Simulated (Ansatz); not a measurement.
OsO3(NH) (OsNO₃H), relaxed as a singlet with RKS PBE0-D4/def2-SVP in Ansatz, starting from the GFN2-xTB geometry. Force threshold 0.02 eV/Å.

In the def2 sets Os takes a core potential; there is no spin–orbit coupling. The restricted singlet is unstable towards broken spin symmetry in Hartree–Fock (as tested in another run); at PBE0-D4/def2-SVP this wasn't settled.

Start:

```tsv
atom	x (Å)	y (Å)	z (Å)
Os1	0.0654	-0.4065	0.2468
O2	-0.5339	-0.1726	1.7477
O3	-0.7320	-1.6068	-0.5231
O4	1.6703	-0.7050	0.2981
N5	-0.1709	1.0140	-0.6329
H6	-0.2989	1.8770	-1.1367
```

| step | energy (eV) | largest force component (eV/Å) | SCF passes |
| --- | --- | --- | --- |
| 1 | -10099.1074 | 5.093 | 29 |
| 2 | -10099.6419 | 0.360 | 41 |
| 3 | -10099.6434 | 0.030 | 35 |
| 4 | -10099.6434 | 0.003 | 29 |

Force components are those of the run's own axes.

End:

```
atom   x (Å)   y (Å)   z (Å)
 Os1   0.061  -0.383   0.233
  O2  -0.549  -0.190   1.809
  O3  -0.752  -1.668  -0.532
  O4   1.724  -0.738   0.314
  N5  -0.178   1.055  -0.658
  H6  -0.306   1.923  -1.165
```

By distances, no bond broke or formed. The bond that changes most is Os1–O2, from 1.63 to 1.70 Å (atoms count from 1).

No frequencies were taken in this run, so the end may be a saddle point.

Run time 7 s (4 threads of Arm Neoverse V1 on a shared host).
